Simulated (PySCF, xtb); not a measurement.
MgHI, SMILES [MgH][I].

xtb with GFN2-xTB at its own geometry gives an orbital gap of 4.44 eV and a dipole moment of 5.34 D.

Coordinates come from a B3LYP-D3(BJ)/def2-TZVP optimisation. The def2 effective core potentials stand for the cores of I; spin–orbit coupling is left out.

Question: What does PySCF with PBE0/def2-TZVPD give? (The exact figures need the calculation; the answer reports its results.)

Answer: gap 6.40 eV (levels -7.54 and -1.14 eV), dipole 1.33 D.
